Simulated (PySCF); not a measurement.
Compound: BH6NO2Si.
Structure used (PBE0-D3(BJ)/def2-SVP), in Å, numbered top down from 1:
```
atom  x, y, z in Å
N1     1.480    0.742   -0.361
Si2    0.680   -0.435    0.704
B3    -1.194   -0.318   -0.065
O4    -2.228   -1.161    0.173
O5    -1.345    0.766   -0.869
H6     1.773    0.385   -1.268
H7     2.257    1.266    0.035
H8     1.346   -1.780    0.746
H9     0.781    0.145    2.082
H10   -3.027   -0.871   -0.285
H11   -0.487    1.233   -0.908
```

Method: PySCF, PBE0-D3(BJ)/def2-SVP geometry optimisation, gas phase.

Masses are those of the commonest isotopes; rigid-rotor values at the optimised geometry. The values belong to one conformer with, in the numbering `[NH2:1][SiH2:2][B:3]([OH:4])[OH:5]`, H–N1–Si2–B3 -82° and 149°, N1–Si2–B3–O4 167°, Si2–B3–O4–H 178°, Si2–B3–O5–H 2°.

(1) What are A, B and C (GHz)?

(2) Classify the top.

(3) What does the inertial defect say?

(4) Where do the levels up to J = 3 lie, in MHz?

(5) Predict some low-J microwave lines.

## Answers

(1) Ia = 75.78, Ib = 195.41, Ic = 260.69 u·Å²; 505379 MHz·u·Å²/I gives 6669, 2586 and 1939 MHz, that is A = 6.6690, B = 2.5863, C = 1.9386 GHz.

(2) An asymmetric top: κ = (2 × 2586 − 6669 − 1939)/(6669 − 1939) = -0.73.

(3) Not planar: Δ = Ic − Ia − Ib = -10.49 u·Å². For a rigid frame Δ = −2 Σ m c², so Σ m c² = 5.25 u·Å² lies off the ab plane: 4.29 from hydrogen and 0.96 from heavier atoms. The atom farthest from that plane is 1.44 Å away.

(4) Above 0(0,0):
J = 1: 1(0,1) 4525, 1(1,1) 8608, 1(1,0) 9255
J = 2: 2(0,2) 13504, 2(1,2) 17010, 2(1,1) 18953, 2(2,1) 31201, 2(2,0) 31272
J = 3: 3(0,3) 26799, 3(1,3) 29570, 3(1,2) 33452, 3(2,2) 44776, 3(2,1) 45126, 3(3,1) 66851, 3(3,0) 66856
Those of J = 1 are B + C, A + C and A + B.

(5) The dipole components are |μa| = 1.35 D, |μb| = 1.14 D, |μc| = 0.54 D. Intensities carry the squares of the components, which stand as 1.00 : 0.71 : 0.16 (a : b : c). Some lines, for components of 0.1 D or more:

```json
{"type": "a", "branch": "Q", "J(Ka,Kc)": "2(1,1) ← 2(1,2)", "MHz": "1943", "lower level (cm⁻¹)": "0.567"}
{"type": "c", "branch": "Q", "J(Ka,Kc)": "4(1,4) ← 4(0,4)", "MHz": "2012", "lower level (cm⁻¹)": "1.475"}
{"type": "a", "branch": "Q", "J(Ka,Kc)": "4(1,3) ← 4(1,4)", "MHz": "6443", "lower level (cm⁻¹)": "1.543"}
{"type": "b", "branch": "R", "J(Ka,Kc)": "4(1,3) ← 3(2,2)", "MHz": "7913", "lower level (cm⁻¹)": "1.494"}
{"type": "a", "branch": "Q", "J(Ka,Kc)": "5(1,4) ← 5(1,5)", "MHz": "9581", "lower level (cm⁻¹)": "2.234"}
{"type": "b", "branch": "R", "J(Ka,Kc)": "2(1,2) ← 1(0,1)", "MHz": "12485", "lower level (cm⁻¹)": "0.151"}
{"type": "a", "branch": "R", "J(Ka,Kc)": "3(1,2) ← 2(1,1)", "MHz": "14499", "lower level (cm⁻¹)": "0.632"}
{"type": "b", "branch": "R", "J(Ka,Kc)": "4(0,4) ← 3(1,3)", "MHz": "14663", "lower level (cm⁻¹)": "0.986"}
{"type": "c", "branch": "Q", "J(Ka,Kc)": "3(3,1) ← 3(2,1)", "MHz": "21725", "lower level (cm⁻¹)": "1.505"}
{"type": "b", "branch": "R", "J(Ka,Kc)": "2(2,1) ← 1(1,0)", "MHz": "21946", "lower level (cm⁻¹)": "0.309"}
{"type": "c", "branch": "R", "J(Ka,Kc)": "2(2,1) ← 1(1,1)", "MHz": "22593", "lower level (cm⁻¹)": "0.287"}
{"type": "b", "branch": "R", "J(Ka,Kc)": "5(1,5) ← 4(0,4)", "MHz": "22753", "lower level (cm⁻¹)": "1.475"}
{"type": "a", "branch": "R", "J(Ka,Kc)": "5(4,2) ← 4(4,1)", "MHz": "22782", "lower level (cm⁻¹)": "3.863"}
{"type": "a", "branch": "R", "J(Ka,Kc)": "5(4,1) ← 4(4,0)", "MHz": "22784", "lower level (cm⁻¹)": "3.863"}
{"type": "c", "branch": "R", "J(Ka,Kc)": "4(1,3) ← 3(0,3)", "MHz": "25890", "lower level (cm⁻¹)": "0.894"}
{"type": "c", "branch": "R", "J(Ka,Kc)": "3(2,1) ← 2(1,1)", "MHz": "26173", "lower level (cm⁻¹)": "0.632"}
{"type": "c", "branch": "Q", "J(Ka,Kc)": "4(4,1) ← 4(3,1)", "MHz": "30696", "lower level (cm⁻¹)": "2.839"}
{"type": "c", "branch": "R", "J(Ka,Kc)": "5(1,4) ← 4(0,4)", "MHz": "32334", "lower level (cm⁻¹)": "1.475"}
{"type": "c", "branch": "R", "J(Ka,Kc)": "3(3,0) ← 2(2,0)", "MHz": "35584", "lower level (cm⁻¹)": "1.043"}
{"type": "b", "branch": "Q", "J(Ka,Kc)": "5(5,1) ← 5(4,2)", "MHz": "39513", "lower level (cm⁻¹)": "4.623"}
{"type": "c", "branch": "R", "J(Ka,Kc)": "5(3,3) ← 4(2,3)", "MHz": "45081", "lower level (cm⁻¹)": "2.095"}
{"type": "b", "branch": "R", "J(Ka,Kc)": "5(4,2) ← 4(3,1)", "MHz": "53479", "lower level (cm⁻¹)": "2.839"}
{"type": "c", "branch": "R", "J(Ka,Kc)": "5(5,1) ← 4(4,1)", "MHz": "62295", "lower level (cm⁻¹)": "3.863"}
```

No frequency check. These are rigid-rotor constants of the computed structure; measured ground-state constants (B0) also hold zero-point vibration. A rigid rotor knows nothing of inversion at nitrogen, which can split or shift real lines. Quadrupole hyperfine structure (11B, 14N) is left out.
